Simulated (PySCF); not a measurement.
CH3O3S, SMILES CS(=O)(=O)[O-], charge -1.

Geometry optimised at PBE0-D3(BJ)/def2-SVPD.

Two levels are set side by side: PBE/def2-SVPD (PySCF) and PBE0/def2-SVPD (PySCF). Same geometry, gas phase. Differences are taken from unrounded values.

| quantity | PBE0 | PBE | PBE minus PBE0 |
|---|---|---|---|
| orbital gap (eV) | 6.49 | 4.30 | -2.18 |
| highest occupied level (eV) | -2.24 | -0.64 | 1.60 |
| lowest empty level (eV) | 4.25 | 3.67 | -0.59 |
| mean polarisability (bohr³) | 52.3 | 56.6 | 4.3 |

Without exact exchange PBE keeps part of each electron's self-repulsion, which lifts occupied levels and narrows the gap. PBE's more diffuse valence density responds more strongly to a field. Differences between two approximate levels are no errors against the true value.

Rough cost on one machine, each run with all the roots and properties that it gave: PBE0 against PBE within a factor of 2.
